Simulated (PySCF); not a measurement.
Two-component Hartree-Fock for Mo³⁹⁺ (molybdenum, charge +39)

Start: [He] 2s1; 2s1/2 filled at m_j = +1/2. Calculated with PySCF 2.14 in an uncontracted even-tempered set (17 s from 18 bohr⁻², ratio 2.4; 12 p from 24 bohr⁻², ratio 2.4; 5 d from 73 bohr⁻², ratio 2.6; 4 f from 110 bohr⁻², ratio 2.6): generalised Hartree-Fock with the X2C-1e Hamiltonian and a Gaussian nucleus; one run each with spin-orbit coupling (SO) switched off, then screened by Boettger's factors.

```csv
spinor shell,electrons,"ε, spin-free (eV)","ε, screened SO (eV)",weight of nominal j (screened SO),"rms radius, screened SO (bohr)"
1s1/2,2,-23612.2,-23612.2,1.000,0.0401
2s1/2,1,-5716.7,-5716.7,1.000,0.154
```

```tsv
quantity	spin-free	screened SO
E (hartree)	-1989.94488	-1989.94488
M_J	1/2	1/2
⟨J²⟩	0.750	0.750
⟨L²⟩	0.000	0.000
⟨S²⟩	0.750	0.750
```

Each row is a mean over spinors that exchange with the open shell spreads, by up to 27.599 eV (1s1/2).

Breit and QED terms are absent; they matter most for the inner s and p1/2 levels.

Densities and radii are taken from the X2C orbitals without a picture-change correction, which distorts them close to the nucleus.

Without spin-orbit coupling the j labels of p, d and f shells carry no meaning; the spin-free column gives the mean over the occupied spinors of each nl shell.
